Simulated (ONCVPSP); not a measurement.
## Li: one change to an ONCV potential, before and after

| Quantity | Value |
| --- | --- |
| Element | lithium |
| Generator | ONCVPSP 4.0.1 |
| Type | optimised norm-conserving Vanderbilt (ONCV) |
| Functional | LDA (Perdew-Wang 92) |
| Relativity | scalar-relativistic |
| Frozen core | [He] |
| Valence charge | 1 |
| Reference configuration | 2s1 |
| Partial waves | 2s: rc 3.25 bohr, ncon 4, nbas 7, qcut 1.7 1/bohr, 3 projectors, debl 0.7 Ha; p scattering state at 0.26 Ha: rc 2.75 bohr, ncon 4, nbas 9, qcut 3.2 1/bohr, 2 projectors, debl 0.5 Ha; d scattering state at 0.46 Ha: rc 2.75 bohr, ncon 4, nbas 8, qcut 3.4 1/bohr, local |
| Local potential | the d channel |
| Core correction | Teter function, fcfact 1.5, rcfact 1.4 |

In the p channel the program set the typed energies aside and used 0.050, 0.550 Ha.

Change: core correction Teter function, fcfact 1.5, rcfact 1.9.

Cutoffs: the cutoffs (Ha) at which the residual kinetic energy of the hardest occupied pseudo-wave falls to 1 and 0.1 mHa per electron; they do not see the model core or the augmentation charge, which bear on the density cutoff. Errors are all-electron minus pseudo energies relative to the spin-unpolarised reference configuration.

Question: How do hardness, ghosts and transferability respond?

Answer: The potential gets neither clearly harder nor softer (1.4 Ha and 8.3 Ha → 1.4 Ha and 8.3 Ha); the number of tests with a reliable result goes from 2 to 1; neither file shows a bound ghost. A model core, the more so a compact one, raises the density cutoff, which this test does not measure.

| quantity | base | changed |
| --- | --- | --- |
| cutoff, loose | 1.4 Ha | 1.4 Ha |
| cutoff, tight | 8.3 Ha | 8.3 Ha |
| bound ghosts | none | none |
| GHOST(+) flags under 300 eV | none | none |
| tests with a reliable result | 2 of 2 | 1 of 2 |
| error for 2s0.5, meV [ΔE 2.04 eV] | +1.6 | -3.5 |
| s: phases at 3.30 bohr within 0.05 rad from the reference energy up to (Ha; the scan ends near 5) | 3.2 | 3.2 |
| p: phases at 2.79 bohr within 0.05 rad from the reference energy up to (Ha; the scan ends near 5) | 3.4 | 3.4 |
| d: phases at 2.79 bohr within 0.05 rad from the reference energy up to (Ha; the scan ends near 5) | 2.3 | 2.3 |
| rms error of d²Exc/dni dnj with the model core, mHa | 1.58 | 0.96 |

Base: The cutoffs count occupied waves only; projector 3 of the s channel, the hardest unoccupied one, needs 6 Ha at the loose tolerance. Changed file: The cutoffs count occupied waves only; projector 3 of the s channel, the hardest unoccupied one, needs 6 Ha at the loose tolerance.
